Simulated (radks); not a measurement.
Species: neutral arsenic. Configuration: [Ar] 3d10 4s2 4p3. Calculated with a radial shooting solver on a logarithmic mesh with Libxc functionals: scalar-relativistic Kohn-Sham, PBEsol, spin-unpolarised, spherical densities, point nucleus.

Normalised radial functions P(r) = r R(r), r in bohr:

| r | 3s | 3d |
|---|---|---|
| 0.004577 | 0.1939 | 0.0001 |
| 0.006008 | 0.2401 | 0.0001 |
| 0.007886 | 0.2923 | 0.0003 |
| 0.01043 | 0.3492 | 0.0006 |
| 0.0137 | 0.4018 | 0.0012 |
| 0.01798 | 0.4411 | 0.0026 |
| 0.02379 | 0.4510 | 0.0055 |
| 0.03122 | 0.4090 | 0.0115 |
| 0.04131 | 0.2879 | 0.0239 |
| 0.05422 | 0.0787 | 0.0473 |
| 0.07117 | -0.2114 | 0.0904 |
| 0.09417 | -0.5349 | 0.1678 |
| 0.1236 | -0.7549 | 0.2896 |
| 0.1622 | -0.7289 | 0.4670 |
| 0.2147 | -0.3347 | 0.7012 |
| 0.2818 | 0.3462 | 0.9432 |
| 0.3728 | 1.0676 | 1.1387 |
| 0.4894 | 1.4340 | 1.2018 |
| 0.6423 | 1.3143 | 1.1056 |
| 0.8499 | 0.8579 | 0.8729 |
| 1.116 | 0.4049 | 0.5925 |
| 1.476 | 0.1261 | 0.3311 |
| 1.937 | 0.0256 | 0.1522 |
| 2.543 | 0.0029 | 0.0536 |
| 3.365 | 0.0001 | 0.0129 |
| 4.416 | 0.0000 | 0.0020 |
| 5.797 | 0.0000 | 0.0002 |
| 7.67 | 0.0000 | 0.0000 |

3s: eigenvalue -189.91 eV, 2 radial nodes at r = 0.0588, 0.248 bohr, <r> = 0.599 bohr, 90 % of the charge inside 0.894 bohr. 3d: eigenvalue -40.643 eV, 0 radial nodes, <r> = 0.679 bohr, 90 % of the charge inside 1.14 bohr.
